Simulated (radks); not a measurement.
Xe0.5+, 53.5 electrons, occupied as [Kr] 4d(up 5, down 4.5) 5s2 5p6 (fractional occupations, a model configuration). Method: scalar-relativistic Kohn-Sham, PBE, spin-polarised, spherical densities, finite nucleus; Fermi nuclear charge, rms radius 4.7859 fm; computed with a radial shooting solver on a logarithmic mesh with Libxc functionals.

Unscreened Slater integrals over Kohn-Sham orbitals (hartree). They are taken over the spin-up orbitals.

integral,value
"F0(5p,5p)",0.41112
"F2(5p,5p)",0.21933
"F0(5p,5s)",0.44697
"G1(5p,5s)",0.29322
"F0(5p,4d)",0.51929
"F2(5p,4d)",0.13988
"G1(5p,4d)",0.041088
"G3(5p,4d)",0.038684
"F0(5s,5s)",0.49640
"F0(5s,4d)",0.60939
"G2(5s,4d)",0.070534
"F0(4d,4d)",1.0390
"F2(4d,4d)",0.52775
"F4(4d,4d)",0.35134

Derived for the open shells (J is the average intra-shell exchange parameter used in DFT+U). 4d: Racah B = F2/49 - 5 F4/441 = 0.006787 hartree, C = 35 F4/441 = 0.02788 hartree, C/B = 4.11, F4/F2 = 0.666, J = (F2 + F4)/14 = 0.06279 hartree.
